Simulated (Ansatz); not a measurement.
Kohn–Sham single points on `BSCN`.

```yaml
crystal:
  periodic: [false, false, false]
  atoms:
    - {symbol: B, position_ang: [-1.132817, 1.611762, 0.068131]}
    - {symbol: S, position_ang: [-1.256941, -0.026596, 0.690463]}
    - {symbol: C, position_ang: [0.433135, -0.685501, 0.513205]}
    - {symbol: N, position_ang: [0.766470, -0.902180, -0.871967]}
    - {symbol: H, position_ang: [-2.140063, 2.250510, 0.056382]}
    - {symbol: H, position_ang: [-0.085114, 2.046726, -0.297584]}
    - {symbol: H, position_ang: [0.448002, -1.580980, 1.148738]}
    - {symbol: H, position_ang: [1.122949, 0.043833, 0.938502]}
    - {symbol: H, position_ang: [0.191063, -1.630329, -1.276518]}
    - {symbol: H, position_ang: [1.736414, -1.178346, -0.966250]}
basis:
  gaussian: {orbitals: def2-TZVPP}
hamiltonian: {xc: pbe, dispersion: d4}
output: {forces: true, orbitals: {seedname: orbitals}}
```

```sh
$ ansatz run in.yaml --threads 2 --pin off --events-out ev --progress --plain --max-ram 4352MiB
```

Output, abridged:

```
Functional definition: PBE
1142 factors; their error is unknown
mean field evaluation 1: about -14116.6320 eV, gradient 7.4e1 eV
mean field evaluation 2: about -14068.8399 eV, gradient 1.5e2 eV
mean field evaluation 4: about -14128.1672 eV, gradient 1.7e1 eV
mean field evaluation 8: about -14128.9958 eV, gradient 2.1e-1 eV
mean field evaluation 16: about -14128.9728 eV, gradient 9.1e-3 eV
mean field -14128.97279538 eV, -519.2301732685 hartree, gradient 1.7e-5 eV, S^2 0.000000; 0 other end points of the search recorded, 0 dependent functions left out
reference -14128.97283682 eV, -519.2301747914 hartree; 20, 20 occupied and 199, 199 virtual orbitals, 1142 factors
Total energy: -14129.15906757 eV, -519.2370186451 hartree
Atom 0 at    -1.132817     1.611762     0.068131 Å, force    -0.002460     0.037456    -0.009606 eV/Å
Atom 1 at    -1.256941    -0.026596     0.690463 Å, force    -0.342506     0.006362     0.090795 eV/Å
Atom 2 at     0.433135    -0.685501     0.513205 Å, force     0.101415    -0.066834     0.070268 eV/Å
Atom 3 at     0.766470    -0.902180    -0.871967 Å, force    -0.042740     0.305629    -0.187465 eV/Å
Atom 4 at    -2.140063     2.250510     0.056382 Å, force    -0.115552     0.063318     0.002520 eV/Å
Atom 5 at    -0.085114     2.046726    -0.297584 Å, force     0.116159     0.045255    -0.041168 eV/Å
Atom 6 at     0.448002    -1.580980     1.148738 Å, force    -0.012200    -0.186637     0.175713 eV/Å
Atom 7 at     1.122949     0.043833     0.938502 Å, force     0.152230     0.152928     0.097286 eV/Å
Atom 8 at     0.191063    -1.630329    -1.276518 Å, force    -0.183196    -0.262786    -0.149709 eV/Å
Atom 9 at     1.736414    -1.178346    -0.966250 Å, force     0.328851    -0.094691    -0.048634 eV/Å
Dipole moment:     0.379786    -0.413917     0.029683 e Å
```

Hardware: 2 threads of an Arm Neoverse V1 on a shared host. Wall time 3.3 s, peak host memory 0.24 GiB.

With the line `hamiltonian: {xc: {name: BHLYP}, dispersion: d4}` and no forces (abridged; 3.5 s):

```
Functional definition: BHLYP
mean field evaluation 16: about -14136.2219 eV, gradient 2.0e-5 eV
mean field -14136.22186642 eV, -519.4965717158 hartree, gradient 2.0e-5 eV, S^2 0.000000
Total energy: -14136.44125200 eV, -519.5046339868 hartree
```

Changing it to `hamiltonian: {xc: {name: r2SCAN0}, dispersion: d4}` and no forces (abridged; 6 s):

```
Functional definition: r2SCAN0
mean field evaluation 16: about -14135.0201 eV, gradient 6.8e-5 eV
mean field -14135.02007965 eV, -519.4524068663 hartree, gradient 1.6e-5 eV, S^2 0.000000
Total energy: -14135.07242085 eV, -519.4543303700 hartree
```

Changing it to `hamiltonian: {xc: {name: LC-wPBE}}` and no forces (abridged; 3.1 s):

```
Functional definition: LC-wPBE
mean field evaluation 16: about -14132.9746 eV, gradient 4.0e-5 eV
mean field -14132.97456777 eV, -519.3772356914 hartree, gradient 4.0e-5 eV, S^2 0.000000
Total energy: -14132.97456778 eV, -519.3772356917 hartree
```

Changing it to `hamiltonian: {xc: {name: revPBE}, dispersion: d4}` and no forces (abridged; 2.6 s):

```
Functional definition: revPBE
mean field evaluation 16: about -14135.2740 eV, gradient 3.8e-4 eV
mean field -14135.27395013 eV, -519.4617364345 hartree, gradient 3.6e-5 eV, S^2 0.000000
Total energy: -14135.88648172 eV, -519.4842465553 hartree
```

The same input with `hamiltonian: {xc: pbe0, dispersion: d4}` and no forces (abridged; 3.4 s):

```
Functional definition: PBE0
mean field evaluation 16: about -14130.3584 eV, gradient 6.2e-5 eV
mean field -14130.35843263 eV, -519.2810944983 hartree, gradient 6.2e-5 eV, S^2 0.000000
Total energy: -14130.51422549 eV, -519.2868197801 hartree
```
